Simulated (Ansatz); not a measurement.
`C[S][GeH2][OH]` + HCl → `C[S][GeH2][Cl]` + H₂O  (ligand exchange at a Ge–O bond)

Isolated molecules relaxed with PBE0-D4/def2-TZVP in Ansatz; ΔE leaves out vibrations. CCSD(T)/CBS adds triple-zeta CCSD(T) − MP2 to the extrapolated MP2 energy (def2 sets, frozen cores). This one scheme is used for every species. For Ge outer-core shells are correlated without core-valence functions, which leaves a few kJ/mol of doubt a bond. Scalar relativity is left out up to krypton. Each species was taken in one conformer, which may not be the lowest.

```json
{"species": "`C[S][GeH2][OH]`", "CCSD(T)/CBS(def2) energy (Eh)": "-2590.76399"}
{"species": "HCl", "CCSD(T)/CBS(def2) energy (Eh)": "-460.38127"}
{"species": "`C[S][GeH2][Cl]`", "CCSD(T)/CBS(def2) energy (Eh)": "-2974.78596"}
{"species": "H₂O", "CCSD(T)/CBS(def2) energy (Eh)": "-76.37941"}
```

**Question.** Work out ΔE.

**Answer.** ΔE = (-2974.78596) + (-76.37941) − (-2590.76399) − (-460.38127) = -0.02011 Eh = -0.55 eV.

Largest T1 diagnostic among the species: 0.011.

The D4 term adds −0.04 eV with B3LYP and −0.02 eV with PBE0; it sums over pairs of atoms, weighted by their polarisabilities, and B3LYP, whose exchange is more repulsive, gets the larger term. From PBE to PBE0 (25 % exact exchange), in def2-TZVPP and without D4, ΔE moves by −0.04 eV.

B3LYP here is the variant with VWN-RPA as its local correlation; programs differ in this.
